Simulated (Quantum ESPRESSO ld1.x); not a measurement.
O5+, 3 electrons, occupied as [He] 2s1. Calculated with ld1.x of Quantum ESPRESSO 7.5: scalar-relativistic Kohn-Sham, LDA (Slater exchange, Perdew-Zunger correlation), spin-polarised, spherical densities, point nucleus; open shells are filled with parallel spins first. Some entries of the table are withheld. Estimate them.

| orbital | occ. | eigenvalue (eV) | r(max) (bohr) | <1/r> (bohr^-1) |
|---|---|---|---|---|
| 1s up | 1 | (1) | 0.1294 | (2) |
| 1s down | 1 | (3) | 0.1296 | (4) |
| 2s up | 1 | -127.592 | 0.7619 | 1.648 |
| 2s down | 0 | -119.492 | 0.7623 | 1.631 |

Answer. 
(1) 1s up eigenvalue (eV): -651.561
(2) 1s up <1/r> (bohr^-1): 7.634
(3) 1s down eigenvalue (eV): -649.868
(4) 1s down <1/r> (bohr^-1): 7.635
